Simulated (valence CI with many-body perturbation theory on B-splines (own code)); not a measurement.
# E1 transitions of Mn2+

Computed by valence CI with perturbative core correlation (CI+MBPT): five valence electrons over a frozen Dirac-Fock core [Ar], a basis of 7 s, 7 p, 8 d, 6 f, 4 g, 1 h functions for each j, with the one-electron correlation potential Σ1, the two-electron term Σ2, the three-electron term Σ3, Breit, model QED; selected CI, second order for the rest, scaled by the run's own slope (own B-spline code, finite nucleus).

Against 66 measured levels this calculation errs by 3392 cm⁻¹ on average and by 6534 at most. These come from a selection out of Corliss and Sugar, J. Phys. Chem. Ref. Data 6, 1253 (1977). Levels without a partner in it may be off by more, other configurations by 1,000 to 8,000 cm⁻¹. Among the levels kept, up to 2300 cm⁻¹ of a level comes from second order outside the variational space, and about a tenth of that is noise between levels of different J, which matters for small intervals.

Lines 101 to 150 of 573 in falling wavelength, among levels below 142176 cm⁻¹, chosen from the strongest by gf and those to the six lowest levels. Wavelengths and rates use the calculated energies, so an error of 3000 cm⁻¹ moves a line at 2205 Å by 6.6 % and its rate by three times that or more. Electric multipoles are in the length gauge, E1 and E2 with the static RPA response of the core. Weak lines are less certain than strong ones. Lines between different terms over intervals too small for the method are left out, as are lines whose strength nearly cancels. Where a level lies close to another of its J and parity, the split of strength between their lines is uncertain. The highest levels of a list are the least certain.

Names give the largest LS component (configuration and term), which can be under half, so a name can repeat, a term be missing and a line seem to break the LS rules; names also repeat where a configuration has a term twice. Letters in brackets count levels of one name in rising energy.

```tsv
λ vac (Å)	Upper	Lower	A (s⁻¹)	S (a.u.)
2205	3d4.4p 4G°_5/2 [a]	3d4.4s 4F_5/2 [a]	6.67e+07	2.12e+00
2204	3d4.4p 4G°_5/2 [a]	3d4.4s 4F_3/2 [a]	1.68e+08	5.33e+00
2202	3d4.4p 2I°_13/2 [a]	3d4.4s 4G_11/2	5.44e+07	4.01e+00
2198	3d4.4p 4D°_3/2 [b]	3d4.4s 4P_3/2 [a]	1.55e+08	3.25e+00
2194	3d4.4p 4G°_7/2 [a]	3d4.4s 4F_9/2 [a]	5.06e+07	2.11e+00
2194	3d4.4p 4G°_5/2 [b]	3d4.4s 4G_5/2	2.98e+07	9.32e-01
2191	3d4.4p 4D°_1/2 [b]	3d4.4s 4P_1/2 [a]	2.68e+08	2.78e+00
2189	3d4.4p 4D°_7/2 [b]	3d4.4s 4F_9/2 [a]	8.26e+07	3.42e+00
2188	3d4.4p 4G°_7/2 [a]	3d4.4s 4F_5/2 [a]	6.32e+07	2.61e+00
2185	3d4.4p 4G°_7/2 [a]	3d4.4s 4P_5/2 [a]	6.02e+07	2.48e+00
2185	3d4.4p 4D°_7/2 [b]	3d4.4s 4F_7/2 [a]	2.62e+07	1.08e+00
2182	3d4.4p 4G°_11/2 [a]	3d4.4s 4F_9/2 [a]	1.24e+08	7.64e+00
2182	3d4.4p 4G°_9/2 [a]	3d4.4s 4F_9/2 [a]	2.29e+07	1.18e+00
2180	3d4.4p 4D°_7/2 [b]	3d4.4s 4P_5/2 [a]	1.87e+08	7.65e+00
2178	3d4.4p 2D°_3/2 [b]	3d4.4s 2F_5/2 [a]	5.45e+07	1.11e+00
2178	3d4.4p 4G°_9/2 [a]	3d4.4s 4F_7/2 [a]	8.54e+07	4.35e+00
2177	3d4.4p 4F°_9/2 [b]	3d4.4s 4G_11/2	2.64e+07	1.35e+00
2176	3d4.4p 4F°_7/2 [b]	3d4.4s 4G_9/2	3.62e+07	1.47e+00
2175	3d4.4p 2I°_13/2 [b]	3d4.4s 2I_11/2	7.10e+07	5.05e+00
2174	3d4.4p 2I°_13/2 [b]	3d4.4s 2I_13/2	3.07e+08	2.18e+01
2171	3d4.4p 2H°_9/2 [a]	3d4.4s 2H_9/2	3.04e+08	1.53e+01
2171	3d4.4p 4D°_3/2 [b]	3d4.4s 4P_1/2 [a]	1.38e+08	2.79e+00
2171	3d4.4p 2I°_11/2 [b]	3d4.4s 2I_11/2	3.62e+08	2.19e+01
2170	3d4.4p 4D°_5/2 [b]	3d4.4s 4P_3/2 [a]	2.12e+08	6.40e+00
2169	3d4.4p 2D°_3/2 [b]	3d4.4s 2P_3/2 [a]	7.64e+07	1.54e+00
2166	3d4.4p 2H°_11/2 [a]	3d4.4s 2H_11/2	3.16e+08	1.90e+01
2158	3d4.4p 2G°_7/2 [b]	3d4.4s 2F_5/2 [a]	2.22e+08	8.80e+00
2157	3d4.4p 2H°_9/2 [b]	3d4.4s 2F_7/2 [a]	7.50e+07	3.71e+00
2153	3d4.4p 6F°_3/2	3d4.4s 6D_5/2	5.13e+07	1.01e+00
2152	3d4.4p 6F°_1/2	3d4.4s 6D_3/2	9.17e+07	9.02e-01
2150	3d4.4p 2D°_5/2 [b]	3d4.4s 2F_7/2 [a]	4.75e+07	1.40e+00
2148	3d4.4p 2G°_9/2 [b]	3d4.4s 2F_7/2 [a]	1.39e+08	6.81e+00
2146	3d4.4p 6F°_1/2	3d4.4s 6D_1/2	3.13e+08	3.05e+00
2145	3d4.4p 6F°_3/2	3d4.4s 6D_3/2	2.33e+08	4.54e+00
2144	3d4.4p 2K°_13/2	3d4.4s 2I_11/2	3.25e+08	2.21e+01
2143	3d4.4p 2K°_13/2	3d4.4s 2I_13/2	7.27e+07	4.94e+00
2142	3d4.4p 4G°_5/2 [c]	3d4.4s 2F_5/2 [a]	4.95e+07	1.44e+00
2142	3d4.4p 6F°_5/2	3d4.4s 6D_5/2	1.95e+08	5.67e+00
2140	3d4.4p 2F°_7/2 [c]	3d4.4s 2G_9/2 [b]	3.31e+08	1.28e+01
2140	3d4.4p 2D°_5/2 [b]	3d4.4s 2P_3/2 [a]	3.14e+08	9.12e+00
2140	3d4.4p 2H°_9/2 [c]	3d4.4s 2G_7/2 [b]	3.45e+08	1.67e+01
2139	3d4.4p 6F°_7/2	3d4.4s 6D_7/2	1.48e+08	5.74e+00
2139	3d4.4p 6F°_3/2	3d4.4s 6D_1/2	1.23e+08	2.38e+00
2138	3d4.4p 2F°_7/2 [d]	3d4.4s 2D_5/2 [a]	2.86e+08	1.11e+01
2136	3d4.4p 6F°_9/2	3d4.4s 6D_9/2	8.61e+07	4.14e+00
2134	3d4.4p 6F°_5/2	3d4.4s 6D_3/2	1.90e+08	5.48e+00
2132	3d4.4p 2F°_5/2 [d]	3d4.4s 2D_3/2 [a]	2.66e+08	7.65e+00
2131	3d4.4p 2F°_5/2 [b]	3d4.4s 2F_5/2 [a]	1.78e+08	5.09e+00
2129	3d4.4p 6F°_7/2	3d4.4s 6D_5/2	2.57e+08	9.80e+00
2126	3d4.4p 2H°_11/2 [c]	3d4.4s 2G_9/2 [b]	3.19e+08	1.81e+01
```
